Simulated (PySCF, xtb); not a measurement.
C3H5BO2, SMILES C=C1OCB1O.

GFN2-xTB run with xtb at its own geometry gives an orbital gap of 3.46 eV and a dipole moment of 3.45 D.

Coordinates come from a PBE0-D3(BJ)/def2-SVP optimisation. This is a generated structure with no PubChem entry under its InChIKey; it may be hypothetical. One conformer was computed; it need not be the lowest.

What does B3LYP/def2-TZVP (PySCF) give? (Estimate from the structure and the level; the computed values follow.)

gap 5.05 eV (levels -6.33 and -1.28 eV), dipole 2.91 D.
